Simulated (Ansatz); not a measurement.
Bond stretch in SNa (cation, charge +1), lowest singlet found (which spin is the ground state isn't settled by this scan).

RKS-PBE = Ansatz (an electronic-structure program) with restricted PBE/aug-cc-pVDZ; FCI = full CI/aug-cc-pVDZ, frozen core (Ansatz).

Energies relative to the lowest point of each curve between 2.46 and 3.66 Å, where full CI is lowest, in eV; the last columns give the error against full CI:

```json
[
 {"R / Å": "1.96", "RKS-PBE": "2.470", "FCI": "2.804", "RKS-PBE − FCI": "-0.333"},
 {"R / Å": "2.12", "RKS-PBE": "1.278", "FCI": "1.506", "RKS-PBE − FCI": "-0.228"},
 {"R / Å": "2.27", "RKS-PBE": "0.638", "FCI": "0.792", "RKS-PBE − FCI": "-0.154"},
 {"R / Å": "2.34", "RKS-PBE": "0.444", "FCI": "0.570", "RKS-PBE − FCI": "-0.126"},
 {"R / Å": "2.46", "RKS-PBE": "0.219", "FCI": "0.305", "RKS-PBE − FCI": "-0.086"},
 {"R / Å": "2.57", "RKS-PBE": "0.098", "FCI": "0.155", "RKS-PBE − FCI": "-0.057"},
 {"R / Å": "2.66", "RKS-PBE": "0.040", "FCI": "0.079", "RKS-PBE − FCI": "-0.038"},
 {"R / Å": "2.76", "RKS-PBE": "0.007", "FCI": "0.029", "RKS-PBE − FCI": "-0.022"},
 {"R / Å": "2.80", "RKS-PBE": "0.001", "FCI": "0.017", "RKS-PBE − FCI": "-0.016"},
 {"R / Å": "2.95", "RKS-PBE": "0.000", "FCI": "0.000", "RKS-PBE − FCI": "0.000"},
 {"R / Å": "3.06", "RKS-PBE": "0.016", "FCI": "0.007", "RKS-PBE − FCI": "0.009"},
 {"R / Å": "3.22", "RKS-PBE": "0.053", "FCI": "0.034", "RKS-PBE − FCI": "0.019"},
 {"R / Å": "3.42", "RKS-PBE": "0.109", "FCI": "0.081", "RKS-PBE − FCI": "0.028"},
 {"R / Å": "3.66", "RKS-PBE": "0.177", "FCI": "0.141", "RKS-PBE − FCI": "0.036"},
 {"R / Å": "3.97", "RKS-PBE": "0.257", "FCI": "0.212", "RKS-PBE − FCI": "0.045"},
 {"R / Å": "4.30", "RKS-PBE": "0.325", "FCI": "0.272", "RKS-PBE − FCI": "0.053"},
 {"R / Å": "4.77", "RKS-PBE": "0.394", "FCI": "0.333", "RKS-PBE − FCI": "0.062"},
 {"R / Å": "5.38", "RKS-PBE": "0.449", "FCI": "0.381", "RKS-PBE − FCI": "0.069"},
 {"R / Å": "5.95", "RKS-PBE": "0.478", "FCI": "0.407", "RKS-PBE − FCI": "0.071"},
 {"R / Å": "6.84", "RKS-PBE": "0.503", "FCI": "0.431", "RKS-PBE − FCI": "0.072"},
 {"R / Å": "7.92", "RKS-PBE": "0.518", "FCI": "0.445", "RKS-PBE − FCI": "0.072"},
 {"R / Å": "9.18", "RKS-PBE": "0.527", "FCI": "0.454", "RKS-PBE − FCI": "0.072"}
]
```

RKS-PBE is furthest from FCI at 1.96 (-0.333 eV, below); its mean absolute error over the points is 0.076 eV.

The restricted form behind RKS-PBE keeps the bonding electrons paired and can't separate into open-shell fragments. Also computed but left out beside FCI, since their determinant holds another spin at the minimum (<S²> over 0.7 above the pure value): UHF, UMP2, UCCSD, UCCSD(T), UKS-BLYP, UKS-PBE, UKS-B3LYP/6-31G*, UHF/LANL2DZ, UKS-M06-2X/6-31G*, UMP2/3-21G.
